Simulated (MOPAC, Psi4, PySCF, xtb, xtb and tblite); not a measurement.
Two geometries of terthiophene, SMILES c1csc(-c2ccc(-c3cccs3)s2)c1, relaxed at GFN2-xTB with one dihedral held; other torsions can differ between them too.

Structure A

```
23

C      3.7634    -3.3331    -1.6521
C      4.5953    -2.2611    -1.5924
S      3.8067    -0.8572    -0.9923
C      2.3190    -1.7402    -0.7883
C      1.1310    -1.0767    -0.3417
C      1.0234    -0.0316     0.5393
C     -0.2894     0.4296     0.6980
C     -1.2002    -0.2402    -0.0806
C     -2.6092    -0.0365    -0.1678
C     -3.5206    -0.7053    -0.9438
C     -4.8370    -0.2378    -0.7769
C     -4.9237     0.7791     0.1200
S     -3.3939     1.1927     0.7853
S     -0.4174    -1.4685    -1.0353
C      2.4607    -3.0355    -1.2081
H      4.0675    -4.3037    -2.0011
H      5.6304    -2.2034    -1.8639
H      1.8712     0.3721     1.0641
H     -0.5717     1.2287     1.3605
H     -3.2422    -1.5041    -1.6082
H     -5.6842    -0.6414    -1.3019
H     -5.7941     1.3180     0.4369
H      1.6550    -3.7473    -1.1786
```

Structure B

```
23

C     -3.8879    -2.8617    -1.9619
C     -4.6188    -2.6161    -0.8433
S     -3.7457    -1.6961     0.3164
C     -2.3588    -1.6241    -0.7358
C     -1.1607    -0.9695    -0.3205
C     -0.9914    -0.0775     0.7095
C      0.3331     0.3448     0.8678
C      1.2001    -0.2279    -0.0303
C      2.6057    -0.0254    -0.1548
C      3.4737    -0.5963    -1.0501
C      4.8023    -0.1647    -0.8836
C      4.9416     0.7278     0.1315
S      3.4480     1.0648     0.9120
S      0.3588    -1.3180    -1.0970
C     -2.5972    -2.3047    -1.9016
H     -4.2573    -3.4215    -2.8025
H     -5.6232    -2.9174    -0.6222
H     -1.8094     0.2614     1.3205
H      0.6563     1.0486     1.6144
H      3.1558    -1.3011    -1.7978
H      5.6204    -0.5040    -1.4933
H      5.8324     1.2143     0.4758
H     -1.8654    -2.3874    -2.6854
```

Q: Which is lower in energy at the level PBE0-D3(BJ)/def2-SVP // GFN2-xTB (Psi4), and by how much?

A: B is lower, by 0.50 kcal/mol (dihedral S14–C5–C4–S3: 140° in A, 160° in B).

E(B) − E(A) in kcal/mol at the other levels, on the same two geometries: GFN2-xTB (xtb and tblite) -1.44; PBE0/def2-SVP // GFN2-xTB (Psi4) -0.49; PBE/def2-SVP // GFN2-xTB (Psi4) -0.65; PBE-D3(BJ)/def2-SVP // GFN2-xTB (Psi4) -0.68; PM3, restricted, heats of formation // GFN2-xTB (MOPAC) -0.17; PM7, restricted, heats of formation // GFN2-xTB (MOPAC) 0.24; GFN1-xTB // GFN2-xTB (xtb) -1.38; restricted B3LYP/6-31G*, spherical d, density fitting // GFN2-xTB (PySCF) -0.40; restricted Hartree-Fock/STO-3G, density fitting // GFN2-xTB (PySCF) -1.10; restricted Hartree-Fock/3-21G, density fitting // GFN2-xTB (PySCF) -0.56.
